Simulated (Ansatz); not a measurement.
Two shapes of singlet ZrF4.

Shape 1:

```xyz
5

Zr    0.0463    0.0178   -0.0062
F     1.0746    1.0612    1.1263
F     1.0639   -1.0626   -1.1185
F    -1.0655    1.0725   -1.0595
F    -1.1167   -1.0521    1.1092
```

Shape 2:

```xyz
5

Zr    0.0000    0.0000    0.0000
F     1.0942    1.0942    1.0942
F     1.0942   -1.0942   -1.0942
F    -1.0942    1.0942   -1.0942
F    -1.0942   -1.0942    1.0942
```

Basis set: def2-TZVP (spherical functions, with the set's core potentials past Kr). Correlated methods keep 4 orbitals frozen. Charge 0, multiplicity 1.

Computed with Ansatz (development build ahead of 0.2.0); each method stands on the lowest determinant of its kind that the runs found.

Which shape is lower in energy, and by how much in each method?

```tsv
method	E(2) − E(1) (eV)
RHF	-0.107
RHF-MP2	-0.127
```

Shape 2 is lower. Caution: no unrestricted run beside it, a lower state can exist; other spin multiplicities were not run.
